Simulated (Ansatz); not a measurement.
Basis sets compared for the cluster Ag4H4⁺. Total charge 1; doublet. Geometry r2SCAN-D4/def2-SVP. Ansatz on 4 threads of Intel Xeon on a shared host; times are rough, and most runs start from earlier orbitals.

```xyz
8

Ag    0.524   -2.469   -2.864
Ag   -1.811    1.244    1.581
Ag    0.433   -0.668   -0.800
Ag    0.808    1.119    1.204
H    -0.289    1.984    2.288
H     1.764    0.204    0.075
H    -0.846    0.241    0.350
H    -0.582   -1.654   -1.834
```

In the def2 sets Ag takes a core potential; there is no spin–orbit coupling. No other spin state of charge 1 was run. Another isomer (doublet) lies 0.24 eV lower at PBE0-D4/def2-TZVP; other spin states weren't run for this one.

```json
{"level": "PBE-D4/def2-SVP", "functions": "144", "energy (Eh)": "-590.0214", "HOMO (eV)": "-9.16", "LUMO (eV)": "-8.68", "wall time": "6.5 s"}
{"level": "PBE0-D4/def2-SVP", "functions": "144", "energy (Eh)": "-589.9484", "HOMO (eV)": "-10.03", "LUMO (eV)": "-7.86", "wall time": "11 s"}
```

Estimate the rows for PBE-D4/def2-TZVP (with forces), PBE0-D4/def2-TZVP.


| level | functions | energy (Eh) | HOMO (eV) | LUMO (eV) | wall time |
| --- | --- | --- | --- | --- | --- |
| PBE-D4/def2-TZVP (with forces) | 184 | -590.1771 | -9.18 | -8.70 | 9.1 s |
| PBE0-D4/def2-TZVP | 184 | -590.0972 | -10.04 | -7.87 | 14 s |
